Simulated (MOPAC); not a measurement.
MOPAC input (PM6):

```
PM6 PRECISE GNORM=0.05 LET XYZ GEO-OK AUX(PRECISION=9) THREADS=1
O2S

S     0.00303800 1   -0.00614200 1    0.36569200 1
O     0.01672100 1    1.24449300 1   -0.34505600 1
O    -0.02279600 1   -1.23220800 1   -0.38632800 1
```

Output:

```
 *******************************************************************************
 **                                                                           **
 **                              MOPAC v23.2.5                                **
 **                                                                           **
 *******************************************************************************
 ** MOPAC's Digital Object Identifier: https://doi.org/10.5281/zenodo.6511958 **
 **                                                                           **
 ** Please cite the open-source release paper for use of this MOPAC version:  **
 ** J. E. Moussa and J. J. P. Stewart (2026)                                  **
 ** MOPAC: An open-source semiempirical molecular orbital program             **
 ** J. Open Source Softw., 11(119), 8025, https://doi.org/10.21105/joss.08025 **
 *******************************************************************************

                              PM6 CALCULATION RESULTS

 *******************************************************************************
 *  PM6        - The PM6 Hamiltonian to be used
 *  GEO-OK     - OVERRIDE INTERATOMIC DISTANCE AND OTHER SAFETY CHECKS
 *  LET        - OVERRIDE SOME SAFETY CHECKS
 *  PRECISE    - TIGHTER CRITERIA TO BE USED
 *  XYZ        - CARTESIAN COORDINATE SYSTEM TO BE USED
 *  GNORM      - EXIT WHEN GRADIENT NORM DROPS BELOW 0.050
 *  AUX        - OUTPUT AUXILIARY INFORMATION
 *******************************************************************************
PM6 PRECISE GNORM=0.05 LET XYZ GEO-OK AUX(PRECISION=9) THREADS=1
 O2S

   ATOM   CHEMICAL          X               Y               Z
  NUMBER   SYMBOL      (ANGSTROMS)     (ANGSTROMS)     (ANGSTROMS)

     1       S          0.00303800  *  -0.00614200  *   0.36569200  *
     2       O          0.01672100  *   1.24449300  *  -0.34505600  *
     3       O         -0.02279600  *  -1.23220800  *  -0.38632800  *

          CARTESIAN COORDINATES

    NO.       ATOM           X           Y           Z

     1         S          0.0030     -0.0061      0.3657
     2         O          0.0167      1.2445     -0.3451
     3         O         -0.0228     -1.2322     -0.3863

 General Reference for PM6:
 "Optimization of Parameters for Semiempirical Methods V: Modification of NDDO Approximations
 and Application to 70 Elements", J. J. P. Stewart, J. Mol. Mod., 13, 1173-1213 (2007)
 URL: https://link.springer.com/article/10.1007/s00894-007-0233-4

           Empirical Formula: O2 S  =     3 atoms

      MOLECULAR POINT GROUP   :   C2v

      RHF CALCULATION, NO. OF DOUBLY OCCUPIED LEVELS = 9

          Geometry optimization using EF

          DIAGONAL MATRIX USED AS START HESSIAN

 CYCLE:     1  GRAD.:    50.191 HEAT: -59.24579
 CYCLE:     2  GRAD.:   213.287 HEAT: -50.73124
 CYCLE:     3  GRAD.:    15.261 HEAT: -62.50529
 CYCLE:     4  GRAD.:     6.150 HEAT: -62.88240
 CYCLE:     5  GRAD.:     5.167 HEAT: -62.90054
 CYCLE:     6  GRAD.:    52.475 HEAT: -62.39014
 CYCLE:     7  GRAD.:     0.472 HEAT: -62.90558
 CYCLE:     8  GRAD.:     0.119 HEAT: -62.90564
 CYCLE:     9  GRAD.:     0.033 HEAT: -62.90568

     GRADIENT =  0.03312 IS LESS THAN CUTOFF =  0.05000

 -------------------------------------------------------------------------------
 PM6 PRECISE GNORM=0.05 LET XYZ GEO-OK AUX(PRECISION=9) THREADS=1
 O2S

     GEOMETRY OPTIMISED USING EIGENVECTOR FOLLOWING (EF).
     SCF FIELD WAS ACHIEVED

                              PM6 CALCULATION
                                                       MOPAC v23.2.5 Linux

          FINAL HEAT OF FORMATION =        -62.90568 KCAL/MOL =    -263.19736 KJ/MOL

          COSMO AREA              =         74.23 SQUARE ANGSTROMS
          COSMO VOLUME            =         56.64 CUBIC ANGSTROMS

          GRADIENT NORM           =          0.03312          =       0.01912 PER ATOM
          IONIZATION POTENTIAL    =          9.806750 EV
          HOMO LUMO ENERGIES (EV) =         -9.807 -0.595
          NO. OF FILLED LEVELS    =          9
          MOLECULAR WEIGHT        =         64.0588         POINT GROUP:  C2v

          MOLECULAR DIMENSIONS (Angstroms)

            Atom       Atom       Distance
            O     3    O     2     2.63088
            O     2    S     1     0.49188
            O     3    S     1     0.00000

          SCF CALCULATIONS        =         10

   ATOM   CHEMICAL          X               Y               Z
  NUMBER   SYMBOL      (ANGSTROMS)     (ANGSTROMS)     (ANGSTROMS)

     1       S          0.00187271  *  -0.00378033  *   0.22540131  *
     2       O          0.01876984  *   1.31955925  *  -0.24451902  *
     3       O         -0.02319530  *  -1.31061735  *  -0.28827435  *

                             CARTESIAN COORDINATES

   1    S        0.001872710    -0.003780329     0.225401312
   2    O        0.018769844     1.319559252    -0.244519015
   3    O       -0.023195300    -1.310617351    -0.288274353

           Empirical Formula: O2 S  =     3 atoms

      MOLECULAR POINT GROUP   :   C2v

                  EIGENVALUES
 -32.57427 -30.73758 -20.25026 -15.47249 -15.07221 -14.90836 -12.21115 -12.18806
  -9.80675  -0.59454   0.20507   2.90403   8.15680   8.36325   8.44662   8.78243
   9.47796

              NET ATOMIC CHARGES AND DIPOLE CONTRIBUTIONS

  ATOM NO.   TYPE          CHARGE      No. of ELECS.   s-Pop       p-Pop       d-Pop
    1          S           1.130228        4.8698     1.90248     2.42466     0.54263
    2          O          -0.565116        6.5651     1.86884     4.69627
    3          O          -0.565112        6.5651     1.86884     4.69627
 DIPOLE           X         Y         Z       TOTAL
 POINT-CHG.     0.022    -0.045     2.670     2.670
 HYBRID        -0.006     0.013    -0.764     0.764
 SUM            0.016    -0.032     1.906     1.906

          ATOMIC ORBITAL ELECTRON POPULATIONS

     Atom    s        px        py        pz      x^2-y^2     xz        z^2       yz        xy
    1  S   1.90248   0.75864   0.77613   0.88990   0.25459   0.00401   0.09145   0.10317   0.08942
    2  O   1.86884   1.57405   1.44409   1.67813
    3  O   1.86884   1.57404   1.44485   1.67738

 **********************
 *                    *
 * JOB ENDED NORMALLY *
 *                    *
 **********************

 == MOPAC DONE ==
```

The geometry given is a B3LYP-D3(BJ)/def2-TZVP minimum.
